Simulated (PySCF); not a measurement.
CS, charge +1, doublet (typed; the unrestricted solution is spin-contaminated), at a GFN2-xTB geometry (a state made from the parent by changing its charge; the spin is typed, not shown lowest), with bond 1-2 at 1.8 times its length; PBE0/def2-SVP in PySCF.

PySCF was given this input:
```python
from pyscf import gto, scf, dft

mol = gto.Mole()
mol.atom = '''
    C     0.000000    0.000000   -2.265971
    S     0.000000    0.000000    0.404638
'''
mol.basis = 'def2-svp'
mol.charge = 1
mol.spin = 1
mol.verbose = 4
mol.build()

mf = dft.UKS(mol)
mf.xc = 'pbe0'
mf.kernel()
mo_i, mo_e, stable_i, stable_e = mf.stability(internal=True, external=False, return_status=True, nroots=6, tol=1e-6)
print('internally stable:', stable_i, ' externally stable:', stable_e)
if not stable_i:
    umf = mf.copy()
    umf.scf_summary = {}
    umf.kernel(umf.make_rdm1(mo_i, mf.mo_occ))
```

Predict the main parts of the log of this PySCF run.


```
PySCF version 2.14.0

[INPUT] verbose = 4
[INPUT] num. atoms = 2
[INPUT] num. electrons = 21
[INPUT] charge = 1
[INPUT] spin (= nelec alpha-beta = 2S) = 1
[INPUT] symmetry False subgroup None
[INPUT] Mole.unit = angstrom
[INPUT] Symbol           X                Y                Z      unit          X                Y                Z       unit  Magmom
[INPUT]  1 C      0.000000000000   0.000000000000  -2.265971000000 AA    0.000000000000   0.000000000000  -4.282064596207 Bohr   0.0
[INPUT]  2 S      0.000000000000   0.000000000000   0.404638000000 AA    0.000000000000   0.000000000000   0.764654999592 Bohr   0.0

nuclear repulsion = 19.0222575630952
number of shells = 14
number of NR pGTOs = 60
number of NR cGTOs = 32
basis = def2-svp
ecp = {}

******** <class 'pyscf.dft.uks.UKS'> ********
method = UKS
initial guess = minao
damping factor = 0
level_shift factor = 0
DIIS = <class 'pyscf.scf.diis.CDIIS'>
diis_start_cycle = 1
diis_space = 8
diis_damp = 0
SCF conv_tol = 1e-09
SCF conv_tol_grad = None
SCF max_cycles = 50
direct_scf = True
direct_scf_tol = 1e-13
number electrons alpha = 11  beta = 10
XC library pyscf.dft.libxc version 7.1.2
    S. Lehtola, C. Steigemann, M. J. T. Oliveira, and M. A. L. Marques,  SoftwareX 7, 1–5 (2018)
XC functionals = pbe0
    C. Adamo and V. Barone,  J. Chem. Phys. 110, 6158 (1999)
    M. Ernzerhof and G. E. Scuseria,  J. Chem. Phys. 110, 5029 (1999)
radial grids:
    Treutler-Ahlrichs [JCP 102, 346 (1995); DOI:10.1063/1.469408] (M4) radial grids

becke partition: Becke, JCP 88, 2547 (1988); DOI:10.1063/1.454033
pruning grids: <function nwchem_prune>
grids dens level: 3
symmetrized grids: False
atomic radii adjust function: <function treutler_atomic_radii_adjust>
small_rho_cutoff = 0
Set gradient conv threshold to 3.16228e-05
tot grids = 33000
init E= -435.352739102547

cycle= 1 E= -434.811696782025  delta_E= 0.541  |g|= 0.488  |ddm|= 0.98
cycle= 2 E= -427.145306619168  delta_E= 7.67  |g|= 2.21  |ddm|= 2.79
cycle= 3 E= -431.800514963134  delta_E= -4.66  |g|= 1.62  |ddm|= 1.54
cycle= 4 E= -432.310322240801  delta_E= -0.51  |g|= 1.63  |ddm|= 0.23
cycle= 5 E= -431.883083401232  delta_E= 0.427  |g|= 1.64  |ddm|= 0.18
cycle= 6 E= -431.854056225933  delta_E= 0.029  |g|= 1.64  |ddm|= 0.0141
cycle= 7 E= -432.378756214296  delta_E= -0.525  |g|= 1.65  |ddm|= 0.228
cycle= 8 E= -432.720656509584  delta_E= -0.342  |g|= 1.64  |ddm|= 0.154
cycle= 9 E= -432.875624662597  delta_E= -0.155  |g|= 1.62  |ddm|= 0.0827
cycle= 10 E= -431.331542280466  delta_E= 1.54  |g|= 1.79  |ddm|= 3.14
cycle= 11 E= -433.036310619304  delta_E= -1.7  |g|= 1.11  |ddm|= 1.65
cycle= 12 E= -435.007297010274  delta_E= -1.97  |g|= 0.447  |ddm|= 1.34
cycle= 13 E= -434.716212602169  delta_E= 0.291  |g|= 0.902  |ddm|= 1.14
cycle= 14 E= -435.122945985417  delta_E= -0.407  |g|= 0.406  |ddm|= 0.407
cycle= 15 E= -435.204371671697  delta_E= -0.0814  |g|= 0.261  |ddm|= 0.373
cycle= 16 E= -435.240670453247  delta_E= -0.0363  |g|= 0.186  |ddm|= 0.198
cycle= 17 E= -435.270548173224  delta_E= -0.0299  |g|= 0.0928  |ddm|= 0.18
cycle= 18 E= -435.277987100111  delta_E= -0.00744  |g|= 0.0586  |ddm|= 0.0925
cycle= 19 E= -435.281385663957  delta_E= -0.0034  |g|= 0.039  |ddm|= 0.08
cycle= 20 E= -435.283649304536  delta_E= -0.00226  |g|= 0.00414  |ddm|= 0.105
cycle= 21 E= -435.283683173118  delta_E= -3.39e-05  |g|= 0.00403  |ddm|= 0.0202
cycle= 22 E= -435.283710290377  delta_E= -2.71e-05  |g|= 0.000806  |ddm|= 0.0131
cycle= 23 E= -435.283712940107  delta_E= -2.65e-06  |g|= 0.000243  |ddm|= 0.00408
cycle= 24 E= -435.283713379622  delta_E= -4.4e-07  |g|= 0.000111  |ddm|= 0.0026
cycle= 25 E= -435.28371339925  delta_E= -1.96e-08  |g|= 3.69e-05  |ddm|= 0.000295
cycle= 26 E= -435.283713401044  delta_E= -1.79e-09  |g|= 8.86e-06  |ddm|= 8.64e-05
cycle= 27 E= -435.283713401269  delta_E= -2.26e-10  |g|= 1.86e-06  |ddm|= 3.97e-05
Extra cycle  E= -435.283713401275  delta_E= -5.34e-12  |g|= 1.65e-06  |ddm|= 6.53e-06
converged SCF energy = -435.283713401275  <S^2> = 1.9947209  2S+1 = 2.9964785
uhf_internal: lowest eigs of H = [-6.06826005e-06  6.96165494e-02  9.78803513e-02  1.30583977e-01
  1.35544687e-01  1.56650848e-01]
<class 'pyscf.dft.uks.UKS'> wavefunction is stable in the internal stability analysis
internally stable: True  externally stable: None
```
